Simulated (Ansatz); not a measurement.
Start from `CC(F)C=N` and change one atom or group to get `CC(F)S[SiH3]`.

Ansatz, PBE0-D4/def2-TZVP geometries, multiplicity 1. Each molecule was computed in one conformer, which needn't be the lowest.

```
                                        property  `CC(F)C=N`
             HOMO energy (B3LYP/def2-TZVPP) / eV       -7.52
             LUMO energy (B3LYP/def2-TZVPP) / eV       -0.59
           LUMO energy (ωB97M-V/def2-TZVPP) / eV        1.89
             HOMO–LUMO gap (PBE/def2-TZVPP) / eV        4.77
              HOMO energy (PBE0/def2-TZVPP) / eV       -7.75
size of the dipole moment (B3LYP/def2-TZVPP) / D        2.83
```

Give the same properties after the change, and the shifts. (An estimate is asked.)

Computed: 
```tsv
property	`CC(F)S[SiH3]`	shift
HOMO energy (B3LYP/def2-TZVPP) / eV	-7.05	0.47
LUMO energy (B3LYP/def2-TZVPP) / eV	-0.11	0.48
LUMO energy (ωB97M-V/def2-TZVPP) / eV	1.89	0.00
HOMO–LUMO gap (PBE/def2-TZVPP) / eV	5.25	0.48
HOMO energy (PBE0/def2-TZVPP) / eV	-7.28	0.47
size of the dipole moment (B3LYP/def2-TZVPP) / D	1.56	-1.27
```

With PBE0 the HOMO rises by 0.47 eV and the LUMO rises by 0.40 eV, so the gap narrows by about 0.07 eV. PBE moves the HOMO by 0.14 eV and ωB97M-V by 0.67 eV. Dipoles are sizes alone; their direction can turn.

B3LYP here is the variant with VWN-RPA as its local correlation; programs differ in this.
